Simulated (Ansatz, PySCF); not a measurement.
GeH₅, SMILES [GeH5-], charge -1. Atoms are numbered in the order given.

```xyz
6

Ge     0.0000     0.0000     0.0000
H      0.0000     0.0000     1.7315
H      0.0000     0.0000    -1.7315
H      1.5860     0.0000     0.0000
H     -0.7930     1.3735     0.0000
H     -0.7930    -1.3735     0.0000
```
Charge -1, spin multiplicity 1.

The structure is a stationary point at B3LYP-D3(BJ)/def2-TZVPD.

Estimates of the vertical detachment energy (IE) of the anion in eV. Rows of orbital energies are one-electron estimates, which approximate functionals can put far too low.

```json
[
 {"level": "−ε(HOMO), −ε(LUMO), PBE0/def2-TZVPD (PySCF)", "IE": "-0.20"},
 {"level": "−ε(HOMO), −ε(LUMO), r2SCAN/def2-TZVPD (PySCF)", "IE": "-1.00"},
 {"level": "−ε(HOMO), −ε(LUMO), PBE/def2-TZVPD (PySCF)", "IE": "-1.18"},
 {"level": "ADC(2)/aug-cc-pVDZ (PySCF)", "IE": "[?]"},
 {"level": "ΔSCF, ωB97X-V/def2-TZVPD (Ansatz), final states of multiplicity 2", "IE": "1.99"},
 {"level": "ΔSCF, PBE/def2-TZVPD (Ansatz), final states of multiplicity 2", "IE": "1.65"}
]
```

Q: Complete the blanks. (The exact figures need the calculation; the answer reports its results.)

A: 
- ADC(2)/aug-cc-pVDZ (PySCF), IE: 1.82

Q: What vertical singlet–triplet gap does ΔSCF give with ωB97X-V/def2-TZVPD (Ansatz, a first-principles code) and with PBE/def2-TZVPD (Ansatz)? (Estimate from the structure and the level; the computed values follow.)

A: 3.24 and 2.45 eV (triplet above singlet where positive).

Q: Beyond the first one, list the lowest photoelectron lines from PySCF 2.14.0 with ADC(2)/aug-cc-pVDZ with their pole strengths (two spins summed). (An estimate is asked for; the answer gives what the named calculation found.)

A: 5.69 eV (1.79), 6.41 eV (1.81), 6.41 eV (1.81).
